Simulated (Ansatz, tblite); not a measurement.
Removing and adding an electron: BeI₂. The state is a singlet with charge 0. Geometry: B3LYP-D4/def2-TZVP. Ansatz, gas phase; energy differences of separate SCF runs; the oxidised species was run as a doublet alone; the reduced species was run as a doublet alone.

| atom | x (Å) | y (Å) | z (Å) |
| --- | --- | --- | --- |
| Be1 | -0.0001 | -0.0001 | -0.0002 |
| I2 | -1.5694 | -1.1178 | 0.9885 |
| I3 | 1.5695 | 1.1179 | -0.9883 |

In the def2 sets I takes a core potential; there is no spin–orbit coupling. The xTB rows come from tblite. Correlated methods freeze 8 core orbitals; core or outer-core shells of I are correlated, in sets that lack core-valence functions. In CCSD on the charge 1 doublet the largest single amplitude is 0.33, so its Hartree–Fock determinant may place the open shell otherwise than the density functionals do. HOMO above LUMO, or a gap near zero within one spin, warns that the state may not be the lowest or that an electron is smeared out. The structure comes from a short search, and lower isomers may exist.

Task: Estimate orbital energies and vertical ionisation energies and electron affinities at: GFN1-xTB; GFN2-xTB; HF/def2-TZVPP; PBE-D4/def2-TZVP; PBE-D4/def2-TZVPD; r2SCAN-D4/def2-TZVP; r2SCAN-D4/def2-TZVPD; PBE0-D4/def2-TZVP; PBE0-D4/def2-TZVPD; MP2/def2-TZVPP; CCSD/def2-TZVPP; CCSD(T)/def2-TZVPP.

Result: 
| level | −HOMO (eV) | vertical IE (eV) | −LUMO (eV) | vertical EA (eV) | HOMO–LUMO gap (eV) | IE − EA (eV) | remarks |
| --- | --- | --- | --- | --- | --- | --- | --- |
| GFN1-xTB | 10.53 | 14.30 | 4.99 | 1.49 | 5.55 | 12.81 | – |
| GFN2-xTB | 11.77 | 14.94 | 5.80 | 1.91 | 5.97 | 13.03 | – |
| HF/def2-TZVPP | – | 9.52 | – | – | – | – | – |
| PBE-D4/def2-TZVP | 6.88 | 9.55 | 1.77 | – | 5.11 | – | gap within one spin near zero (+1 doublet) |
| PBE-D4/def2-TZVPD | 6.89 | – | 1.79 | -0.12 | 5.10 | – | HOMO above zero (-1 doublet) |
| r2SCAN-D4/def2-TZVP | 7.19 | 9.75 | 1.42 | – | 5.77 | – | – |
| r2SCAN-D4/def2-TZVPD | 7.19 | – | 1.43 | -0.27 | 5.76 | – | HOMO above zero (-1 doublet) |
| PBE0-D4/def2-TZVP | 7.99 | 9.88 | 1.01 | – | 6.98 | – | – |
| PBE0-D4/def2-TZVPD | 8.00 | – | 1.04 | -0.26 | 6.96 | – | HOMO above zero (-1 doublet) |
| MP2/def2-TZVPP | – | 10.45 | – | – | – | – | – |
| CCSD/def2-TZVPP | – | 10.21 | – | – | – | – | – |
| CCSD(T)/def2-TZVPP | – | 10.19 | – | – | – | – | – |

Relaxing the oxidised species (B3LYP-D4/def2-TZVP) changes its energy by -0.01 eV at PBE-D4/def2-TZVP, so the adiabatic ionisation energy to this nearest minimum is 9.53 eV. At PBE0-D4/def2-TZVP it is 9.88 eV. The gap within one spin of the relaxed charge 1 doublet nearly closes, so an electron or hole may be smeared out by delocalisation error.     A HOMO above zero means that the electron is unbound at that level or that self-interaction error raises the level; the energy of removing that electron tells which. Raw xTB energy differences between charge states are shifted by several eV; the methods need an empirical correction for them. A negative affinity means that the extra electron isn't bound; its size then hangs on the basis.
